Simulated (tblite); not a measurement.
Species: C7H11P.
Numbering: `[CH2:1]=[CH:2][C:3]1=[C:4]([CH3:5])[CH2:6][PH:7][CH2:8]1` (hydrogens: H9, H10 on C1; H11 on C2; H12, H13, H14 on C5; H15, H16 on C6; H17 on P7; H18, H19 on C8)

Computed with GFN2-xTB (tblite), gas phase: Langevin dynamics at 400 K from the optimised GFN2-xTB geometry, time step 0.5 fs, friction 0.01 fs⁻¹, 2000 steps. The instantaneous temperature is 2·E(kin)/(3Nk) with all 3N coordinates.

| t (fs) | T (K) | E(pot) above start (eV) | C1=C2 (Å) | C2–C3 (Å) | C3=C4 (Å) | C4–C5 (Å) | C4–C6 (Å) | C1–H9 (Å) | C1–C2–C3–C4 (°) |
| --- | --- | --- | --- | --- | --- | --- | --- | --- | --- |
| 0 | 325 | 0.000 | 1.330 | 1.448 | 1.341 | 1.492 | 1.505 | 1.077 | -172 |
| 25 | 207 | 0.542 | 1.352 | 1.438 | 1.342 | 1.478 | 1.511 | 1.103 | -162 |
| 50 | 302 | 0.554 | 1.338 | 1.495 | 1.333 | 1.487 | 1.562 | 1.057 | -173 |
| 75 | 311 | 0.536 | 1.303 | 1.420 | 1.329 | 1.483 | 1.566 | 1.067 | -167 |
| 100 | 333 | 0.748 | 1.310 | 1.445 | 1.336 | 1.501 | 1.564 | 1.113 | 172 |
| 125 | 425 | 0.756 | 1.342 | 1.409 | 1.342 | 1.467 | 1.513 | 1.084 | 174 |
| 150 | 374 | 0.881 | 1.311 | 1.439 | 1.376 | 1.466 | 1.500 | 1.023 | -178 |
| 175 | 436 | 0.721 | 1.298 | 1.446 | 1.360 | 1.517 | 1.520 | 1.101 | 171 |
| 200 | 334 | 0.908 | 1.329 | 1.463 | 1.342 | 1.526 | 1.517 | 1.084 | 170 |
| 225 | 322 | 0.668 | 1.339 | 1.493 | 1.320 | 1.483 | 1.482 | 1.051 | 179 |
| 250 | 329 | 0.559 | 1.306 | 1.477 | 1.334 | 1.488 | 1.509 | 1.116 | 171 |
| 275 | 271 | 0.617 | 1.330 | 1.475 | 1.350 | 1.487 | 1.511 | 1.050 | 163 |
| 300 | 356 | 0.623 | 1.308 | 1.512 | 1.349 | 1.519 | 1.502 | 1.070 | 161 |
| 325 | 296 | 0.867 | 1.328 | 1.467 | 1.345 | 1.517 | 1.522 | 1.120 | 169 |
| 350 | 190 | 0.999 | 1.346 | 1.506 | 1.371 | 1.518 | 1.557 | 1.051 | 160 |
| 375 | 324 | 0.680 | 1.286 | 1.469 | 1.340 | 1.478 | 1.449 | 1.077 | 177 |
| 400 | 304 | 0.764 | 1.336 | 1.489 | 1.343 | 1.537 | 1.530 | 1.071 | -176 |
| 425 | 384 | 0.581 | 1.347 | 1.420 | 1.344 | 1.505 | 1.485 | 1.084 | 173 |
| 450 | 370 | 0.466 | 1.333 | 1.462 | 1.321 | 1.496 | 1.485 | 1.081 | 168 |
| 475 | 328 | 0.534 | 1.321 | 1.467 | 1.338 | 1.551 | 1.530 | 1.077 | 157 |
| 500 | 385 | 0.694 | 1.321 | 1.410 | 1.340 | 1.509 | 1.505 | 1.051 | 151 |
| 525 | 396 | 0.794 | 1.363 | 1.435 | 1.341 | 1.494 | 1.528 | 1.086 | 143 |
| 550 | 351 | 0.758 | 1.337 | 1.414 | 1.333 | 1.470 | 1.540 | 1.076 | 157 |
| 575 | 411 | 0.810 | 1.300 | 1.436 | 1.346 | 1.517 | 1.543 | 1.084 | 158 |
| 600 | 359 | 0.781 | 1.342 | 1.507 | 1.341 | 1.450 | 1.524 | 1.079 | 155 |
| 625 | 353 | 0.700 | 1.350 | 1.492 | 1.308 | 1.498 | 1.535 | 1.074 | 177 |
| 650 | 438 | 0.772 | 1.332 | 1.496 | 1.352 | 1.495 | 1.498 | 1.046 | -178 |
| 675 | 418 | 1.001 | 1.339 | 1.501 | 1.390 | 1.434 | 1.502 | 1.100 | 180 |
| 700 | 442 | 0.791 | 1.353 | 1.491 | 1.359 | 1.436 | 1.499 | 1.101 | -164 |
| 725 | 330 | 1.018 | 1.333 | 1.498 | 1.330 | 1.476 | 1.491 | 1.027 | -160 |
| 750 | 403 | 0.598 | 1.345 | 1.474 | 1.336 | 1.462 | 1.515 | 1.085 | -163 |
| 775 | 462 | 0.909 | 1.341 | 1.493 | 1.369 | 1.491 | 1.561 | 1.155 | -169 |
| 800 | 453 | 0.628 | 1.336 | 1.445 | 1.342 | 1.461 | 1.509 | 1.042 | -176 |
| 825 | 391 | 0.636 | 1.345 | 1.482 | 1.345 | 1.480 | 1.500 | 1.044 | -177 |
| 850 | 354 | 0.951 | 1.314 | 1.440 | 1.312 | 1.499 | 1.483 | 1.175 | -168 |
| 875 | 420 | 0.663 | 1.312 | 1.459 | 1.356 | 1.569 | 1.543 | 1.134 | -163 |
| 900 | 384 | 0.934 | 1.346 | 1.402 | 1.345 | 1.454 | 1.412 | 1.007 | -167 |
| 925 | 416 | 0.747 | 1.386 | 1.435 | 1.358 | 1.522 | 1.504 | 1.101 | -166 |
| 950 | 374 | 0.942 | 1.372 | 1.395 | 1.306 | 1.556 | 1.518 | 1.135 | -173 |
| 975 | 406 | 0.738 | 1.328 | 1.462 | 1.365 | 1.508 | 1.510 | 1.050 | 172 |
| 1000 | 372 | 0.740 | 1.289 | 1.458 | 1.375 | 1.478 | 1.438 | 1.042 | 171 |

Question: From 500 fs on, how do temperature and potential energy compare with equipartition?

Answer: The mean temperature of these 21 frames is 396 K against the target 400 K, and the mean potential energy 0.79 eV against 51 × kT/2 = 0.88 eV for 51 classical harmonic modes. For 19 atoms in a canonical ensemble the temperature itself scatters by T·√(2/(3N)) = 75 K; here its standard deviation is 35 K. The whole run lasts only 10 friction times of 100 fs, so these averages carry a wide statistical error.

Question: What are the kinetic and total energies of the listed frame with the highest potential energy?

Answer: The one at 725 fs, 1.018 eV above the start. Its kinetic energy is 3NkT/2 = 0.809 eV at 330 K, so the sum is 1.83 eV; over the listed frames the sum runs from 0.80 to 2.04 eV, since the thermostat adds and removes energy.

Question: How much do the listed bonds fluctuate from 500 fs on?

Answer: 
```tsv
bond	at the start (Å)	mean (Å)	standard deviation (Å)
C1=C2	1.330	1.337	0.022
C2–C3	1.448	1.458	0.035
C3=C4	1.341	1.345	0.021
C4–C5	1.492	1.488	0.034
C4–C6	1.505	1.508	0.033
C1–H9	1.077	1.081	0.042
```

The motion is classical and holds no zero-point motion.

What follows is the cost of the whole dynamics run. Time: 9.6 s wall; peak memory 0.18 GiB. Hardware: one thread, AMD EPYC 9R45 (x86_64), shared host.
